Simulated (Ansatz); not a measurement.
Steps of a relaxation of CH$_{6}$AlBOSi with RKS PBE-D4/def2-SVP.

```sh
$ ansatz run in.yaml --threads 4 --pin off --events-out ev --progress --plain --max-ram 10444MiB
```

```yaml
crystal:
  periodic: [false, false, false]
  atoms:
    - {symbol: O, position_ang: [-1.859900, 2.300700, -1.649600]}
    - {symbol: C, position_ang: [-1.324600, 1.604600, -0.889700]}
    - {symbol: Al, position_ang: [-0.161000, 0.208000, -1.595700]}
    - {symbol: B, position_ang: [0.934800, -1.026000, -0.269500]}
    - {symbol: Si, position_ang: [0.605700, -0.817700, 1.624800]}
    - {symbol: H, position_ang: [-1.455700, 1.738900, 0.179600]}
    - {symbol: H, position_ang: [0.100600, 0.034100, -3.152200]}
    - {symbol: H, position_ang: [1.618000, -1.864400, -0.678200]}
    - {symbol: H, position_ang: [-0.815300, -0.975000, 2.007400]}
    - {symbol: H, position_ang: [1.025700, 0.545200, 2.054900]}
    - {symbol: H, position_ang: [1.397100, -1.805400, 2.388700]}
basis:
  gaussian: {orbitals: def2-SVP}
hamiltonian: {xc: pbe, dispersion: d4}
relax: {f_tol: 0.03, max_steps: 200}
```

Positions (Å) and forces (eV/Å) along the path, 13 of 47 steps:

```xyz
11
step=1 energy=-18309.0384 eV
O    -1.860    2.301   -1.650   -3.155    4.190   -4.075
C    -1.325    1.605   -0.890    2.398   -3.425    2.360
Al   -0.161    0.208   -1.596    1.061   -0.951   -0.553
B     0.935   -1.026   -0.270   -1.001    0.867   -0.370
Si    0.606   -0.818    1.625    0.533   -0.295    0.670
H    -1.456    1.739    0.180   -0.324    0.405    2.010
H     0.101    0.034   -3.152   -0.217    0.190   -0.318
H     1.618   -1.864   -0.678    1.037   -1.136   -0.469
H    -0.815   -0.975    2.007   -0.595    0.003    0.019
H     1.026    0.545    2.055    0.071    0.429    0.108
H     1.397   -1.805    2.389    0.192   -0.277    0.618
11
step=3 energy=-18309.4372 eV rejected
O    -1.988    2.377   -1.739    1.849   -1.270    1.406
C    -1.259    1.709   -0.948   -2.800    1.013   -0.613
Al   -0.113    0.185   -1.679    0.445    0.443    0.022
B     0.949   -1.073   -0.273   -0.251   -0.407   -0.126
Si    0.681   -0.897    1.706    0.017    0.106    0.126
H    -1.598    1.779    0.190    0.766    0.032   -0.833
H     0.014    0.142   -3.280   -0.125   -0.070    0.066
H     1.681   -1.959   -0.691    0.090    0.153    0.009
H    -0.796   -0.988    2.030    0.017   -0.018   -0.041
H     1.077    0.516    2.087    0.009   -0.005    0.017
H     1.417   -1.849    2.617   -0.017    0.023   -0.032
11
step=5 energy=-18309.6103 eV
O    -1.879    2.447   -1.814    0.067   -0.110    0.103
C    -1.387    1.681   -0.993    0.070   -0.060    0.010
Al   -0.124    0.179   -1.637   -0.172    0.285   -0.200
B     0.958   -1.090   -0.263   -0.021   -0.096   -0.002
Si    0.680   -0.912    1.727    0.111   -0.099    0.065
H    -1.632    1.828    0.117   -0.053    0.064   -0.025
H    -0.061    0.150   -3.246    0.041   -0.092    0.067
H     1.747   -1.920   -0.697   -0.021    0.086    0.091
H    -0.786   -1.018    2.093    0.022    0.014   -0.080
H     1.106    0.482    2.143   -0.016    0.008   -0.066
H     1.443   -1.884    2.591   -0.027    0.000    0.038
11
step=7 energy=-18309.6229 eV
O    -1.907    2.433   -1.792    0.093   -0.159    0.156
C    -1.381    1.683   -0.975   -0.050    0.165   -0.113
Al   -0.124    0.205   -1.645   -0.027   -0.001   -0.021
B     0.944   -1.087   -0.267    0.032   -0.027    0.013
Si    0.688   -0.921    1.722   -0.023   -0.028    0.002
H    -1.607    1.843    0.137   -0.013    0.000   -0.033
H    -0.033    0.110   -3.245   -0.017    0.001    0.020
H     1.742   -1.908   -0.691    0.008    0.031   -0.005
H    -0.786   -1.019    2.054    0.005    0.005   -0.005
H     1.097    0.486    2.111    0.003    0.002   -0.017
H     1.433   -1.882    2.612   -0.012    0.012    0.004
11
step=8 energy=-18309.6307 eV
O    -1.913    2.402   -1.781    0.102   -0.140    0.159
C    -1.357    1.694   -0.946   -0.082    0.149   -0.211
Al   -0.118    0.201   -1.626    0.019   -0.059   -0.039
B     0.972   -1.109   -0.276    0.022   -0.006   -0.005
Si    0.670   -0.936    1.707   -0.049   -0.058   -0.017
H    -1.587    1.881    0.159    0.028   -0.008    0.035
H    -0.088    0.089   -3.231   -0.035    0.007    0.071
H     1.823   -1.880   -0.701   -0.025    0.097    0.033
H    -0.811   -1.004    2.018    0.023    0.004   -0.002
H     1.085    0.481    2.057    0.011   -0.004   -0.011
H     1.390   -1.877    2.641   -0.014    0.019   -0.012
11
step=26 energy=-18309.9181 eV rejected
O    -0.998    2.649   -2.241    0.074   -0.088   -0.148
C    -1.066    1.986   -1.218   -0.067    0.159    0.424
Al   -0.523    0.009   -1.382    0.109    0.002   -0.275
B     1.064   -0.677   -0.207    0.091    0.049    0.148
Si    0.624   -1.256    1.670   -0.194   -0.023   -0.013
H    -1.363    2.512   -0.242   -0.013   -0.071   -0.138
H    -1.339   -0.761   -2.532   -0.021   -0.019    0.095
H     2.256   -0.555   -0.438   -0.040    0.018   -0.114
H    -0.796   -1.759    1.790    0.016   -0.022    0.092
H     0.676    0.040    2.461    0.006   -0.011   -0.021
H     1.531   -2.244    2.359    0.038    0.006   -0.050
11
step=27 energy=-18309.9262 eV
O    -1.056    2.652   -2.231    0.002   -0.069    0.012
C    -1.064    1.985   -1.205    0.126    0.062    0.161
Al   -0.473    0.023   -1.429   -0.045   -0.001   -0.004
B     1.076   -0.664   -0.207   -0.024    0.029   -0.022
Si    0.588   -1.241    1.661    0.004   -0.019    0.013
H    -1.300    2.496   -0.207   -0.070   -0.034   -0.149
H    -1.325   -0.800   -2.508   -0.015    0.019   -0.003
H     2.269   -0.576   -0.443    0.003    0.020    0.001
H    -0.822   -1.761    1.820    0.008   -0.001   -0.008
H     0.646    0.051    2.455    0.011   -0.002   -0.006
H     1.527   -2.223    2.314    0.000   -0.005    0.006
11
step=30 energy=-18309.9663 eV
O    -0.778    2.539   -2.276   -0.030   -0.124    0.305
C    -1.069    1.996   -1.210    0.082    0.053   -0.230
Al   -0.538    0.045   -1.374   -0.029   -0.051   -0.005
B     1.043   -0.628   -0.182    0.023    0.037    0.007
Si    0.622   -1.290    1.675   -0.039   -0.002   -0.039
H    -1.510    2.606   -0.359   -0.032    0.108   -0.046
H    -1.428   -0.734   -2.452    0.002   -0.017    0.007
H     2.226   -0.460   -0.426    0.001    0.014   -0.009
H    -0.775   -1.838    1.842    0.010   -0.010    0.020
H     0.681   -0.020    2.505    0.005   -0.011    0.003
H     1.591   -2.274    2.278    0.008    0.004   -0.015
11
step=35 energy=-18310.0775 eV
O    -0.466    2.170   -2.183   -0.165   -0.195    0.410
C    -1.127    1.994   -1.133   -0.104    0.352   -0.071
Al   -0.612    0.113   -1.340    0.064    0.005   -0.154
B     1.003   -0.513   -0.152   -0.016   -0.018    0.063
Si    0.641   -1.339    1.645   -0.028    0.004   -0.005
H    -1.633    2.877   -0.622    0.198   -0.162   -0.233
H    -1.528   -0.721   -2.351   -0.018    0.005    0.026
H     2.174   -0.269   -0.375    0.052    0.040   -0.042
H    -0.734   -1.932    1.826    0.002   -0.023    0.002
H     0.692   -0.112    2.541    0.009   -0.018    0.010
H     1.657   -2.324    2.166    0.006    0.009   -0.006
11
step=43 energy=-18310.1360 eV
O    -0.371    1.944   -2.281   -0.031   -0.004    0.026
C    -1.075    2.101   -1.254    0.018   -0.012   -0.044
Al   -0.715    0.162   -1.264    0.017   -0.008   -0.022
B     0.901   -0.381   -0.029   -0.015    0.038   -0.069
Si    0.675   -1.435    1.660    0.013   -0.047    0.091
H    -1.425    3.141   -1.002   -0.005    0.011    0.003
H    -1.770   -0.708   -2.095    0.010    0.032    0.019
H     2.022    0.059   -0.237   -0.012   -0.006    0.011
H    -0.580   -2.268    1.751    0.006    0.001   -0.008
H     0.558   -0.363    2.730   -0.002   -0.004   -0.007
H     1.845   -2.308    2.043    0.000   -0.002    0.000
11
step=45 energy=-18310.1382 eV
O    -0.363    1.917   -2.330   -0.059    0.014    0.079
C    -1.056    2.129   -1.305    0.058   -0.064   -0.048
Al   -0.736    0.180   -1.240   -0.031    0.039   -0.028
B     0.874   -0.359    0.002    0.009   -0.001    0.008
Si    0.688   -1.465    1.671   -0.008   -0.007    0.021
H    -1.385    3.183   -1.089    0.006    0.005   -0.020
H    -1.830   -0.676   -2.031    0.018    0.011    0.009
H     1.983    0.118   -0.190   -0.007   -0.006    0.004
H    -0.532   -2.353    1.733    0.027    0.018   -0.002
H     0.527   -0.429    2.771    0.000   -0.019   -0.017
H     1.895   -2.300    2.028   -0.014    0.010   -0.005
11
step=46 energy=-18310.1384 eV
O    -0.365    1.908   -2.343   -0.010    0.012    0.044
C    -1.047    2.139   -1.316   -0.020   -0.044   -0.038
Al   -0.745    0.188   -1.230   -0.004    0.028   -0.013
B     0.865   -0.352    0.012   -0.001   -0.033    0.023
Si    0.692   -1.474    1.675   -0.009    0.012   -0.014
H    -1.377    3.197   -1.120    0.024    0.008   -0.002
H    -1.844   -0.664   -2.015    0.002    0.001    0.008
H     1.973    0.126   -0.178    0.012    0.011   -0.004
H    -0.515   -2.378    1.728    0.012    0.007    0.001
H     0.517   -0.450    2.782    0.001   -0.008   -0.003
H     1.910   -2.295    2.024   -0.006    0.006   -0.003
11
step=47 energy=-18310.1386 eV
O    -0.361    1.906   -2.342    0.005   -0.006   -0.006
C    -1.050    2.139   -1.322   -0.003    0.005    0.023
Al   -0.747    0.190   -1.227   -0.009    0.011   -0.012
B     0.863   -0.352    0.014   -0.007   -0.014    0.024
Si    0.693   -1.474    1.675   -0.008    0.002   -0.015
H    -1.371    3.200   -1.124    0.002   -0.008   -0.008
H    -1.847   -0.664   -2.009    0.000   -0.004    0.000
H     1.970    0.128   -0.177    0.016    0.011   -0.008
H    -0.509   -2.383    1.725    0.000   -0.001    0.001
H     0.512   -0.455    2.785    0.003    0.001    0.000
H     1.913   -2.293    2.023    0.001    0.003    0.001
```

It took 24 s on 4 threads of an AMD EPYC 9R45 on a shared host, with 0.2 GiB of host memory at the peak.
